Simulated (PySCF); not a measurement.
Method: UPBE in PySCF with Mn def2-TZVP, Cl def2-TZVP; no relativity; density-fitted integrals.

```xyz
3
charge 0 multiplicity 6, angstrom
Mn    0.0000    0.0000    0.0000
Cl    0.0000    0.0000    2.1677
Cl    0.0000    0.0000   -2.1677
```

MnCl₂ (sextet), along the line from Mn1 (at 0) through Cl2 (at 2.168 Å).

Question: Tabulate the fields along this line at -0.65, -0.54, -0.43, -0.33, -0.22, -0.11, 0.11, 0.22, 0.33, 0.43, 0.54, 0.65, 0.76, 0.87, 0.98, 1.08, 1.19, 1.30, 1.41, 1.52, 1.63, 1.73, 1.84, 1.95, 2.06, 2.28, 2.38, 2.49, 2.60, 2.71, 2.82, 2.93, 3.03, 3.14, 3.25, 3.36, 3.47 Å.

Answer: 
```tsv
distance (Å)	electron density (e/Å³)	spin density (e/Å³)	electron localisation function	electrostatic potential (V)
-0.65	2.56	0.665	0.509	41
-0.54	5.57	1.39	0.713	67.5
-0.43	11.6	2.77	0.777	123
-0.33	19.6	4.86	0.56	247
-0.22	40.2	5.83	0.175	559
-0.11	422	2.32	0.82	1720
0.11	422	2.32	0.82	1720
0.22	40.2	5.83	0.175	559
0.33	19.6	4.86	0.56	247
0.43	11.6	2.77	0.777	123
0.54	5.57	1.39	0.713	67.5
0.65	2.56	0.665	0.509	41
0.76	1.27	0.31	0.26	27
0.87	0.777	0.146	0.156	19
0.98	0.644	0.0659	0.208	14.6
1.08	0.681	0.0225	0.426	12.6
1.19	0.829	-0.00415	0.684	13.2
1.30	1.07	-0.0232	0.806	16.9
1.41	1.39	-0.0387	0.818	24.8
1.52	1.74	-0.0504	0.703	39.2
1.63	2.08	-0.0535	0.308	64.2
1.73	3.06	-0.0405	0.0889	108
1.84	10.4	-0.00918	0.451	190
1.95	53.7	-0.0164	0.859	392
2.06	194	-0.239	0.407	1230
2.28	196	-0.137	0.413	1230
2.38	53.9	-0.0055	0.86	391
2.49	10.4	-0.00187	0.439	189
2.60	3.02	-0.012	0.0883	107
2.71	2.01	-0.017	0.328	63.4
2.82	1.59	-0.0172	0.737	38
2.93	1.18	-0.0146	0.852	22.9
3.03	0.815	-0.0111	0.865	13.7
3.14	0.54	-0.0079	0.848	8.19
3.25	0.35	-0.00532	0.815	4.82
3.36	0.224	-0.00345	0.765	2.78
3.47	0.142	-0.0022	0.698	1.53
```

On a grid of 0.11 Å the density has a local minimum along the bond near 0.98 Å from Mn, at 0.64 e/Å³, where the ELF is 0.21.

Other spin states or occupations of the open shell can lie lower.
